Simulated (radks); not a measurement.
Numerical settings for neutral vanadium, [Ar] 3d3 4s2. Calculated with a radial shooting solver on a logarithmic mesh with Libxc functionals: non-relativistic Kohn-Sham, PBE, spin-polarised, spherical densities, point nucleus; open shells are filled with parallel spins first. The defaults (mesh step 0.008 in ln r, mesh end at 40 bohr or more with all orbitals vanishing there, Anderson mixing 0.5 over 9 steps, residual threshold near 1e-9 with the energy settled to 1e-9 hartree or 1e-11 of itself, here a cap of 61 iterations) give E = -943.6488 hartree and 4s at -4.246 eV in 14 iterations. Run on one thread of a shared host, so times are rough (Arm Neoverse V1): 0.13 s of CPU time, 0.13 s wall, 14 iterations on 2669 mesh points. Changes against that run (0 stands for a change within the tolerance of the run):

[
 {"setting": "mesh step in ln r 0.05", "iterations": "14", "converged": "yes", "E (mhartree)": "+0.00494", "e(4s) (meV)": "0", "CPU (s)": "0.03"},
 {"setting": "mesh step in ln r 0.03", "iterations": "14", "converged": "yes", "E (mhartree)": "+0.000162", "e(4s) (meV)": "0", "CPU (s)": "0.05"},
 {"setting": "mesh step in ln r 0.12", "iterations": "2", "converged": "no", "E (mhartree)": "diverged", "e(4s) (meV)": "-", "CPU (s)": "0.01"},
 {"setting": "mesh end (bohr) 20", "iterations": "14", "converged": "yes", "E (mhartree)": "0", "e(4s) (meV)": "0", "CPU (s)": "0.13"},
 {"setting": "mesh end (bohr) 5", "iterations": "14", "converged": "yes", "E (mhartree)": "+160", "e(4s) (meV)": "+3.79e+03", "CPU (s)": "0.12"},
 {"setting": "residual threshold 1e-13", "iterations": "61", "converged": "no", "E (mhartree)": "0", "e(4s) (meV)": "0", "CPU (s)": "0.33"},
 {"setting": "residual threshold 0.001", "iterations": "9", "converged": "yes", "E (mhartree)": "0", "e(4s) (meV)": "-0.124", "CPU (s)": "0.1"},
 {"setting": "mixing 1.5", "iterations": "16", "converged": "yes", "E (mhartree)": "0", "e(4s) (meV)": "0", "CPU (s)": "0.16"},
 {"setting": "linear mixing, mixing 0.8", "iterations": "61", "converged": "no", "E (mhartree)": "+0.00473", "e(4s) (meV)": "+5.25", "CPU (s)": "0.55"},
 {"setting": "linear mixing, mixing 0.05", "iterations": "61", "converged": "no", "E (mhartree)": "+0.122", "e(4s) (meV)": "-132", "CPU (s)": "0.5"},
 {"setting": "mixing history 3", "iterations": "17", "converged": "yes", "E (mhartree)": "0", "e(4s) (meV)": "0", "CPU (s)": "0.15"},
 {"setting": "iteration cap 2", "iterations": "2", "converged": "no", "E (mhartree)": "+83.4", "e(4s) (meV)": "-3.62e+03", "CPU (s)": "0.03"}
]

Settings that end as converged yet miss the energy by more than 1 mhartree: mesh end (bohr) 5 (+0.16 hartree). A mesh that ends early acts as a hard wall.
